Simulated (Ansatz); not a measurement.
A short molecular-dynamics run on CH4B2BrN (`BBC(=N)Br`).

```yaml
crystal:
  periodic: [false, false, false]
  atoms:
    - {symbol: B, position_ang: [0.051530, 1.495341, 0.543892]}
    - {symbol: B, position_ang: [0.758187, 0.054264, 0.145342]}
    - {symbol: C, position_ang: [-0.356438, -0.926033, -0.396155]}
    - {symbol: N, position_ang: [-0.441480, -2.090102, -0.825095]}
    - {symbol: Br, position_ang: [-2.015126, 0.150481, -0.297932]}
    - {symbol: H, position_ang: [0.024357, 2.414469, -0.226334]}
    - {symbol: H, position_ang: [-0.300496, 1.726902, 1.667190]}
    - {symbol: H, position_ang: [1.888694, -0.336863, 0.196779]}
    - {symbol: H, position_ang: [0.479073, -2.534761, -0.824888]}
basis:
  gaussian: {orbitals: "6-31G*"}
hamiltonian: {xc: {name: PBE}, dispersion: d3bj}
md: {timestep: 1 fs, n_steps: 50, ensemble: nvt_nose_hoover, temperature: 700, initial_velocities: maxwell_boltzmann, seed: 423}
```

```sh
$ ansatz run in.yaml --threads 4 --pin off --events-out ev --progress --plain --max-ram 10444MiB
```

```
step  time (fs)  potential energy (eV)  kinetic (eV)  T (K)  conserved (eV)
   0        0.0            -73964.9459        0.6334    700     -73964.3125
   1        1.0            -73964.8497        0.5440    601     -73964.3058
   2        2.0            -73964.7387        0.4418    488     -73964.2969
   3        3.0            -73964.7365        0.4360    482     -73964.3006
   4        4.0            -73964.7964        0.4882    540     -73964.3083
   5        5.0            -73964.8037        0.4944    546     -73964.3095
   6        6.0            -73964.7324        0.4274    472     -73964.3054
   7        7.0            -73964.6382        0.3375    373     -73964.3011
   8        8.0            -73964.5834        0.2840    314     -73964.3000
   9        9.0            -73964.5859        0.2844    314     -73964.3022
  10       10.0            -73964.6151        0.3115    344     -73964.3045
  11       11.0            -73964.6436        0.3421    378     -73964.3027
  12       12.0            -73964.6958        0.3944    436     -73964.3029
  13       13.0            -73964.7635        0.4558    504     -73964.3095
  14       14.0            -73964.7602        0.4527    500     -73964.3098
  15       15.0            -73964.6820        0.3825    423     -73964.3021
  16       16.0            -73964.6339        0.3387    374     -73964.2983
  17       17.0            -73964.6729        0.3743    414     -73964.3021
  18       18.0            -73964.7461        0.4431    490     -73964.3070
  19       19.0            -73964.7755        0.4710    521     -73964.3091
  20       20.0            -73964.7258        0.4237    468     -73964.3073
  21       21.0            -73964.6283        0.3336    369     -73964.3005
  22       22.0            -73964.5832        0.2929    324     -73964.2966
  23       23.0            -73964.6439        0.3485    385     -73964.3022
  24       24.0            -73964.7339        0.4339    480     -73964.3075
  25       25.0            -73964.7711        0.4714    521     -73964.3080
  26       26.0            -73964.7427        0.4457    493     -73964.3062
  27       27.0            -73964.6813        0.3890    430     -73964.3023
  28       28.0            -73964.6485        0.3602    398     -73964.2991
  29       29.0            -73964.6893        0.3987    441     -73964.3022
  30       30.0            -73964.7582        0.4621    511     -73964.3086
  31       31.0            -73964.7694        0.4756    526     -73964.3074
  32       32.0            -73964.7372        0.4489    496     -73964.3029
  33       33.0            -73964.7171        0.4279    473     -73964.3049
  34       34.0            -73964.6858        0.3972    439     -73964.3053
  35       35.0            -73964.6358        0.3519    389     -73964.3015
  36       36.0            -73964.6180        0.3375    373     -73964.2990
  37       37.0            -73964.6690        0.3880    429     -73964.3004
  38       38.0            -73964.7665        0.4819    533     -73964.3054
  39       39.0            -73964.8365        0.5483    606     -73964.3105
  40       40.0            -73964.8092        0.5243    579     -73964.3088
  41       41.0            -73964.7215        0.4482    495     -73964.2985
  42       42.0            -73964.7186        0.4487    496     -73964.2965
  43       43.0            -73964.8260        0.5469    604     -73964.3072
  44       44.0            -73964.8966        0.6146    679     -73964.3119
  45       45.0            -73964.8517        0.5759    636     -73964.3077
  46       46.0            -73964.7448        0.4765    527     -73964.3019
  47       47.0            -73964.6619        0.3979    440     -73964.2989
  48       48.0            -73964.6479        0.3840    424     -73964.3002
  49       49.0            -73964.6839        0.4173    461     -73964.3043
  50       50.0            -73964.7118        0.4450    492     -73964.3059
```

Velocities are drawn at the set temperature; a run this short doesn't reach equilibrium.

Frames (Å, forces in eV/Å):

```xyz
9
time=0.0 fs
B     0.052    1.495    0.544    0.019   -0.228   -0.075
B     0.758    0.054    0.145   -0.059    0.196    0.059
C    -0.356   -0.926   -0.396    0.547    0.889    0.409
N    -0.441   -2.090   -0.825   -0.579   -1.174   -0.516
Br   -2.015    0.150   -0.298   -0.517    0.348    0.035
H     0.024    2.414   -0.226   -0.014    0.224   -0.127
H    -0.300    1.727    1.667   -0.075    0.097    0.226
H     1.889   -0.337    0.197    0.234   -0.114   -0.001
H     0.479   -2.535   -0.825    0.444   -0.237   -0.009
9
time=2.0 fs
B     0.037    1.511    0.550    0.760   -1.356   -2.043
B     0.745    0.047    0.146   -0.964    0.844    0.355
C    -0.365   -0.927   -0.399    0.530    0.299    0.066
N    -0.436   -2.100   -0.832   -2.467    0.329   -0.297
Br   -2.010    0.151   -0.296   -0.650    0.277    0.091
H     0.022    2.343   -0.300   -0.030    0.541   -0.197
H    -0.285    1.749    1.604   -0.677    0.654    2.052
H     1.833   -0.338    0.264    1.178   -0.458   -0.014
H     0.455   -2.500   -0.884    2.321   -1.131   -0.013
9
time=4.0 fs
B     0.025    1.523    0.550    0.683   -1.359   -2.040
B     0.729    0.042    0.147   -0.529    0.897    0.706
C    -0.372   -0.927   -0.402    0.638   -0.331   -0.265
N    -0.437   -2.109   -0.839   -0.448   -0.074   -0.352
Br   -2.006    0.152   -0.293   -0.788    0.219    0.140
H     0.018    2.292   -0.381   -0.038    0.425    0.165
H    -0.293    1.794    1.613   -0.523    0.662    1.502
H     1.819   -0.356    0.330    0.826   -0.336   -0.112
H     0.508   -2.504   -0.943    0.179   -0.102    0.254
9
time=6.0 fs
B     0.016    1.529    0.542    0.080   -0.620   -0.566
B     0.711    0.040    0.152    0.657    0.529    1.121
C    -0.376   -0.928   -0.406    0.713   -0.882   -0.529
N    -0.440   -2.119   -0.848    1.297   -0.296   -0.513
Br   -2.001    0.154   -0.291   -0.903    0.177    0.172
H     0.012    2.257   -0.454   -0.037    0.220    0.642
H    -0.321    1.863    1.675    0.102    0.115   -0.582
H     1.835   -0.385    0.392   -0.246    0.081   -0.356
H     0.570   -2.512   -0.993   -1.662    0.677    0.609
9
time=8.0 fs
B     0.007    1.534    0.533   -0.284   -0.080    0.252
B     0.696    0.040    0.160    1.383    0.184    1.353
C    -0.379   -0.932   -0.412    0.655   -1.239   -0.684
N    -0.439   -2.129   -0.858    1.216    0.272   -0.407
Br   -1.998    0.155   -0.288   -0.974    0.144    0.192
H     0.006    2.230   -0.504   -0.024    0.141    0.881
H    -0.345    1.937    1.718    0.446   -0.334   -1.719
H     1.842   -0.412    0.440   -0.874    0.369   -0.524
H     0.573   -2.496   -1.019   -1.544    0.542    0.656
9
time=10.0 fs
B    -0.004    1.538    0.524   -0.353    0.008    0.420
B     0.685    0.041    0.173    1.335    0.008    1.281
C    -0.379   -0.939   -0.420    0.516   -1.232   -0.664
N    -0.435   -2.138   -0.869   -0.732    1.363    0.000
Br   -1.994    0.156   -0.285   -1.004    0.119    0.196
H    -0.002    2.209   -0.521    0.000    0.221    0.745
H    -0.352    1.999    1.698    0.473   -0.513   -1.786
H     1.818   -0.425    0.469   -0.788    0.398   -0.497
H     0.522   -2.462   -1.022    0.553   -0.371    0.306
9
time=12.0 fs
B    -0.015    1.542    0.516   -0.138   -0.425   -0.020
B     0.679    0.042    0.190    0.521    0.064    0.896
C    -0.378   -0.951   -0.429    0.455   -0.718   -0.403
N    -0.433   -2.144   -0.880   -2.421    1.855    0.215
Br   -1.991    0.158   -0.283   -1.019    0.110    0.180
H    -0.009    2.197   -0.511    0.036    0.404    0.262
H    -0.343    2.042    1.611    0.204   -0.318   -0.864
H     1.765   -0.424    0.479   -0.014    0.141   -0.253
H     0.492   -2.442   -1.013    2.377   -1.113   -0.015
9
time=14.0 fs
B    -0.027    1.544    0.509    0.357   -1.380   -1.310
B     0.674    0.044    0.211   -0.655    0.275    0.332
C    -0.375   -0.965   -0.441    0.594    0.226    0.079
N    -0.437   -2.145   -0.890   -0.129    0.430   -0.308
Br   -1.989    0.159   -0.280   -1.044    0.134    0.146
H    -0.016    2.200   -0.490    0.089    0.531   -0.312
H    -0.326    2.075    1.494   -0.363    0.428    1.039
H     1.713   -0.418    0.480    1.070   -0.278    0.099
H     0.541   -2.460   -1.002    0.079   -0.366    0.235
9
time=16.0 fs
B    -0.037    1.542    0.496    0.550   -1.722   -2.007
B     0.668    0.046    0.233   -0.898    0.108   -0.063
C    -0.370   -0.978   -0.451    0.745    1.108    0.586
N    -0.441   -2.144   -0.902    1.700   -0.931   -0.663
Br   -1.987    0.161   -0.277   -1.052    0.177    0.096
H    -0.018    2.223   -0.481    0.147    0.391   -0.547
H    -0.323    2.123    1.415   -0.668    0.885    2.055
H     1.700   -0.422    0.484    1.268   -0.338    0.236
H     0.595   -2.492   -0.984   -1.793    0.322    0.309
9
time=18.0 fs
B    -0.046    1.534    0.477   -0.020   -0.214   -0.803
B     0.658    0.048    0.255    0.141   -0.610   -0.201
C    -0.363   -0.987   -0.460    0.703    1.458    0.898
N    -0.441   -2.146   -0.915    1.633   -1.150   -0.597
Br   -1.986    0.162   -0.274   -1.008    0.217    0.032
H    -0.015    2.261   -0.491    0.177   -0.033   -0.300
H    -0.343    2.201    1.407   -0.240   -0.094    0.729
H     1.731   -0.437    0.497    0.285    0.109    0.107
H     0.585   -2.514   -0.954   -1.671    0.318    0.135
9
time=20.0 fs
B    -0.055    1.525    0.455   -0.554    1.412    0.254
B     0.649    0.048    0.276    1.190   -1.205   -0.300
C    -0.354   -0.992   -0.467    0.467    1.149    0.922
N    -0.437   -2.151   -0.929   -0.276    0.014   -0.264
Br   -1.985    0.164   -0.271   -0.905    0.238   -0.046
H    -0.006    2.296   -0.513    0.159   -0.484    0.096
H    -0.372    2.276    1.429    0.198   -1.144   -0.602
H     1.774   -0.448    0.513   -0.670    0.502   -0.004
H     0.516   -2.526   -0.919    0.390   -0.482   -0.056
9
time=22.0 fs
B    -0.066    1.521    0.434   -0.670    1.958    0.616
B     0.644    0.045    0.296    1.524   -1.240   -0.432
C    -0.343   -0.994   -0.470    0.250    0.457    0.764
N    -0.434   -2.156   -0.945   -1.961    1.443    0.000
Br   -1.984    0.166   -0.268   -0.776    0.238   -0.140
H     0.009    2.314   -0.531    0.111   -0.696    0.263
H    -0.395    2.309    1.429    0.338   -1.493   -1.033
H     1.793   -0.441    0.530   -0.975    0.565    0.007
H     0.462   -2.557   -0.885    2.160   -1.232   -0.045
9
time=24.0 fs
B    -0.079    1.523    0.415   -0.416    1.358    0.578
B     0.644    0.036    0.314    1.031   -0.684   -0.621
C    -0.331   -0.994   -0.471    0.197   -0.222    0.612
N    -0.435   -2.157   -0.961    0.031    0.878    0.399
Br   -1.984    0.168   -0.265   -0.657    0.226   -0.236
H     0.029    2.307   -0.540    0.067   -0.582    0.079
H    -0.406    2.286    1.391    0.217   -1.210   -0.726
H     1.777   -0.413    0.548   -0.564    0.298    0.136
H     0.479   -2.629   -0.854    0.094   -0.062   -0.221
9
time=26.0 fs
B    -0.093    1.531    0.397    0.169   -0.255   -0.065
B     0.648    0.026    0.331   -0.130    0.223   -0.887
C    -0.319   -0.994   -0.469    0.151   -0.756    0.482
N    -0.437   -2.156   -0.975    1.558    0.159    0.805
Br   -1.985    0.170   -0.262   -0.535    0.192   -0.319
H     0.052    2.277   -0.547    0.054   -0.219   -0.342
H    -0.408    2.219    1.328   -0.203   -0.238    0.422
H     1.740   -0.374    0.571    0.449   -0.199    0.377
H     0.503   -2.704   -0.831   -1.512    1.094   -0.473
9
time=28.0 fs
B    -0.107    1.537    0.380    0.832   -1.941   -1.138
B     0.652    0.016    0.344   -0.974    0.901   -1.060
C    -0.306   -0.998   -0.467    0.011   -1.118    0.340
N    -0.434   -2.155   -0.987    1.374    0.350    0.969
Br   -1.985    0.172   -0.260   -0.406    0.152   -0.376
H     0.076    2.239   -0.567    0.039    0.127   -0.622
H    -0.419    2.143    1.282   -0.726    0.915    1.845
H     1.720   -0.343    0.608    1.151   -0.543    0.557
H     0.472   -2.740   -0.826   -1.300    1.158   -0.515
9
time=30.0 fs
B    -0.118    1.537    0.358    0.799   -1.881   -0.751
B     0.652    0.009    0.353   -0.419    0.921   -0.845
C    -0.293   -1.004   -0.463   -0.175   -1.242    0.223
N    -0.428   -2.152   -0.997   -0.428    1.625    0.765
Br   -1.986    0.174   -0.257   -0.294    0.125   -0.404
H     0.102    2.205   -0.609   -0.060    0.210   -0.414
H    -0.456    2.098    1.301   -0.533    0.759    1.295
H     1.740   -0.331    0.666    0.494   -0.405    0.380
H     0.396   -2.735   -0.839    0.616   -0.112   -0.250
9
time=32.0 fs
B    -0.127    1.530    0.334    0.282   -0.859    0.524
B     0.651    0.006    0.360    0.618    0.634   -0.391
C    -0.280   -1.015   -0.458   -0.220   -0.935    0.287
N    -0.423   -2.144   -1.005   -1.994    2.502    0.388
Br   -1.987    0.176   -0.255   -0.227    0.126   -0.404
H     0.126    2.179   -0.666   -0.236    0.085    0.134
H    -0.513    2.081    1.366    0.182   -0.048   -0.515
H     1.778   -0.333    0.738   -0.643   -0.101   -0.021
H     0.344   -2.735   -0.863    2.239   -1.406   -0.003
9
time=34.0 fs
B    -0.134    1.520    0.312   -0.026   -0.283    1.070
B     0.652    0.004    0.365    1.061    0.396   -0.043
C    -0.269   -1.028   -0.453   -0.001   -0.068    0.662
N    -0.423   -2.131   -1.011   -0.180    0.032    0.253
Br   -1.988    0.179   -0.253   -0.212    0.153   -0.379
H     0.140    2.155   -0.719   -0.384   -0.030    0.598
H    -0.563    2.063    1.414    0.647   -0.391   -1.533
H     1.793   -0.340    0.809   -1.212    0.065   -0.323
H     0.366   -2.781   -0.888    0.307    0.125   -0.305
9
time=36.0 fs
B    -0.142    1.509    0.293   -0.076   -0.239    1.022
B     0.656    0.004    0.370    0.785    0.278    0.058
C    -0.257   -1.042   -0.445    0.259    0.911    1.094
N    -0.423   -2.117   -1.017    1.191   -2.290   -0.155
Br   -1.989    0.181   -0.251   -0.211    0.155   -0.342
H     0.140    2.131   -0.750   -0.427   -0.003    0.716
H    -0.589    2.031    1.406    0.757   -0.310   -1.614
H     1.764   -0.346    0.869   -1.056    0.051   -0.373
H     0.403   -2.823   -0.924   -1.222    1.447   -0.406
9
time=38.0 fs
B    -0.149    1.497    0.278    0.144   -0.651    0.455
B     0.664    0.005    0.375   -0.109    0.312   -0.155
C    -0.244   -1.053   -0.434    0.279    1.316    1.160
N    -0.420   -2.109   -1.023    1.028   -2.479   -0.457
Br   -1.990    0.184   -0.249   -0.190    0.104   -0.290
H     0.125    2.108   -0.754   -0.350    0.179    0.445
H    -0.587    1.988    1.338    0.494    0.130   -0.794
H     1.695   -0.349    0.916   -0.247   -0.149   -0.075
H     0.396   -2.813   -0.975   -1.050    1.238   -0.289
9
time=40.0 fs
B    -0.157    1.482    0.264    0.689   -1.450   -0.826
B     0.671    0.008    0.380   -1.142    0.409   -0.543
C    -0.231   -1.060   -0.419    0.021    0.885    0.692
N    -0.415   -2.108   -1.031   -0.639   -0.300   -0.239
Br   -1.991    0.186   -0.247   -0.131    0.021   -0.210
H     0.095    2.091   -0.742   -0.194    0.434   -0.077
H    -0.567    1.950    1.242   -0.179    0.941    0.970
H     1.617   -0.359    0.961    0.750   -0.430    0.449
H     0.354   -2.760   -1.038    0.825   -0.510   -0.216
9
time=42.0 fs
B    -0.161    1.463    0.248    0.898   -1.665   -1.489
B     0.674    0.011    0.382   -1.208    0.146   -0.423
C    -0.217   -1.064   -0.402   -0.246    0.052   -0.011
N    -0.412   -2.107   -1.039   -1.617    1.502    0.338
Br   -1.992    0.189   -0.246   -0.065   -0.047   -0.112
H     0.059    2.090   -0.732   -0.060    0.566   -0.487
H    -0.554    1.948    1.181   -0.546    1.357    1.981
H     1.566   -0.384    1.021    0.848   -0.378    0.506
H     0.343   -2.726   -1.109    1.998   -1.531   -0.305
9
time=44.0 fs
B    -0.163    1.438    0.226    0.160   -0.176   -0.327
B     0.673    0.015    0.384   -0.338   -0.587    0.386
C    -0.204   -1.068   -0.385   -0.325   -0.643   -0.584
N    -0.412   -2.103   -1.047    0.612    0.239    0.314
Br   -1.994    0.191   -0.244   -0.024   -0.073   -0.017
H     0.019    2.111   -0.740   -0.024    0.352   -0.390
H    -0.558    1.995    1.189    0.046    0.479    0.656
H     1.544   -0.423    1.100    0.089    0.095   -0.128
H     0.397   -2.741   -1.191   -0.196    0.313    0.089
9
time=46.0 fs
B    -0.164    1.412    0.203   -0.532    1.702    0.522
B     0.670    0.017    0.386    0.367   -1.267    1.114
C    -0.192   -1.074   -0.369   -0.354   -1.084   -0.985
N    -0.411   -2.098   -1.053    1.981   -0.474    0.076
Br   -1.995    0.194   -0.243   -0.003   -0.067    0.075
H    -0.021    2.144   -0.762   -0.021   -0.132    0.078
H    -0.561    2.059    1.223    0.588   -0.550   -0.727
H     1.527   -0.458    1.174   -0.475    0.522   -0.725
H     0.448   -2.747   -1.270   -1.551    1.351    0.573
9
time=48.0 fs
B    -0.167    1.392    0.182   -0.777    2.756    0.603
B     0.669    0.015    0.393    0.454   -1.514    1.309
C    -0.181   -1.083   -0.357   -0.434   -1.226   -1.197
N    -0.405   -2.094   -1.059    1.723    0.002    0.159
Br   -1.997    0.196   -0.241    0.006   -0.041    0.178
H    -0.063    2.172   -0.781    0.033   -0.529    0.406
H    -0.543    2.105    1.231    0.696   -1.028   -1.188
H     1.493   -0.474    1.222   -0.505    0.647   -0.860
H     0.443   -2.704   -1.328   -1.196    0.933    0.590
9
time=50.0 fs
B    -0.173    1.381    0.163   -0.633    2.724    0.440
B     0.670    0.007    0.404   -0.121   -1.205    0.841
C    -0.172   -1.097   -0.349   -0.496   -0.979   -1.111
N    -0.394   -2.090   -1.065   -0.261    1.416    0.788
Br   -1.998    0.199   -0.240   -0.006   -0.009    0.290
H    -0.103    2.181   -0.786    0.132   -0.601    0.321
H    -0.499    2.112    1.196    0.516   -1.005   -0.947
H     1.440   -0.466    1.238   -0.036    0.430   -0.430
H     0.397   -2.629   -1.366    0.906   -0.771   -0.192
```

It took 26 s on 4 threads of an Intel Xeon 6975P-C on a shared host, with 0.23 GiB of host memory at the peak.
